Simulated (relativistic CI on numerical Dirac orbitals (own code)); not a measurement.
**d6 in a ligand field**

Computed with a parametric ligand-field model of a d^n configuration (Racah B and C, spin-orbit zeta, crystal field), exact diagonalisation.

Field parameters in Wybourne normalisation: Oh B⁴₀ = 21Dq, B⁴₄ = √(5/14) B⁴₀; Td as Oh with Dq negative (B⁴₀ = 21Dq, B⁴₄ = √(5/14) B⁴₀). The field is a parameter set, without covalency.

Question: Lowest levels for B = 930, C = 3580, ζ = 850 cm⁻¹, Oh, 10Dq = 11200 cm⁻¹?

Answer: T2 0 (S 2.00), E 343 (S 1.99), T1 400 (S 1.99), A1 827 (S 1.98), T1 961 (S 1.99), T2 1032 (S 1.99), A1 7505 (S 0.41), E 9581 (S 1.01), T2 9693 (S 1.01) cm⁻¹, with S from ⟨S²⟩ = S(S + 1). The ground level has 2.00 electrons in the cubic e pair.

Question: Lowest levels for B = 490, C = 2120, ζ = 240 cm⁻¹, Oh, 10Dq = 9600 cm⁻¹?

Answer: A1 0 (S 0.04), T2 1144 (S 2.00), E 1245 (S 1.99), T1 1258 (S 2.00), A1 1392 (S 1.98), T1 1412 (S 1.99), T2 1428 (S 1.99), E 3759 (S 1.01), T2 3780 (S 1.01) cm⁻¹, with S from ⟨S²⟩ = S(S + 1). The ground level has 0.09 electrons in the cubic e pair.

Question: Lowest levels for B = 420, C = 2020, ζ = 1600 cm⁻¹, Oh, 10Dq = 30300 cm⁻¹?

Answer: A1 0 (S 0.04), E 23750 (S 1.01), T2 24009 (S 1.00), T1 24723 (S 0.98), A1 25818 (S 1.01), T1 27167 (S 0.90), E 27854 (S 1.00), T2 28538 (S 1.00), A2 28968 (S 1.00) cm⁻¹, with S from ⟨S²⟩ = S(S + 1). The ground level has 0.04 electrons in the cubic e pair.

Question: Lowest levels for B = 600, C = 2170, ζ = 880 cm⁻¹, Td, 10Dq = -10000 cm⁻¹?

Answer: A1 0 (S 1.94), T1 73 (S 1.94), E 105 (S 1.93), T2 263 (S 1.96), A2 445 (S 2.00), T2 3352 (S 1.05), E 3544 (S 1.10), T1 4310 (S 1.08), A1 4507 (S 1.08) cm⁻¹, with S from ⟨S²⟩ = S(S + 1). The ground level has 3.06 electrons in the cubic e pair.

Question: Lowest levels for B = 500, C = 2180, ζ = 190 cm⁻¹, Oh, 10Dq = 3950 cm⁻¹?

Answer: T2 0 (S 2.00), E 89 (S 2.00), T1 94 (S 2.00), A1 218 (S 2.00), T1 230 (S 2.00), T2 238 (S 2.00), A2 4096 (S 2.00), T2 4097 (S 2.00), E 4099 (S 2.00) cm⁻¹, with S from ⟨S²⟩ = S(S + 1). The ground level has 2.00 electrons in the cubic e pair.
